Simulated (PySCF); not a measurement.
# P⁺: ionisation energy

P⁺ [Ne] 3s2 3p2 (3P) → P²⁺ [Ne] 3s2 3p1 (2P), as a difference of total energies. Calculation: PySCF 2.14, in dyall-acv3z (19s12p6d4f, 113 functions); scalar relativity by spin-free X2C-1e. Correlated levels: valence: [Ne] frozen; virtual orbitals above 40 to 60 times the deepest correlated orbital energy dropped. The calculations carry no spin-orbit coupling.

| method | ionisation energy (eV) |
| --- | --- |
| UHF | 19.157 |
| MP2 (valence) | 19.615 |
| SCS-MP2 (valence) | 19.523 |
| CCSD (valence) | 19.651 |
| CCSD(T) (valence) | 19.688 |

**Question.** How much does correlation contribute at CCSD(T) (valence)?

**Answer.** 19.688 − (19.157) = 0.531 eV, measured against UHF.

A first-order spin-orbit estimate (lowest level to lowest level, LS coupling) adds -0.007 eV.

Errors of the correlated levels include the incompleteness of this basis and the frozen core.

For comparison: 19.769 eV (semi-empirical (NIST evaluation); NIST Atomic Spectra Database, ionization energies).
